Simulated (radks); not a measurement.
Spin polarisation of the 3d8 shell in Ni. Start: [Ar] 3d(up 4, down 4) 4s2; electrons of 3d are moved from spin down to spin up, other shells keep equal spins. Calculated with a radial shooting solver on a logarithmic mesh with Libxc functionals: non-relativistic Kohn-Sham, PBEsol, spin-polarised, spherical densities, point nucleus.

moment (Bohr magnetons)  E - E(0) (eV)  e(3d up) (eV)  e(3d down) (eV)  4s down minus up (eV)
0                                0.000         -9.244           -9.244                 0.000
0.5                             -0.062         -9.486           -8.991                  0.082
1                               -0.248         -9.716           -8.725                  0.163
1.5                             -0.557         -9.934           -8.448                  0.246
2                               -0.990        -10.139           -8.159                  0.329

At moment 2 the spin-polarisation energy is -0.990 eV and the 3d exchange splitting 1.981 eV, that is 0.990 eV per Bohr magneton; E = -I m^2/4 would give I = 0.990 eV.
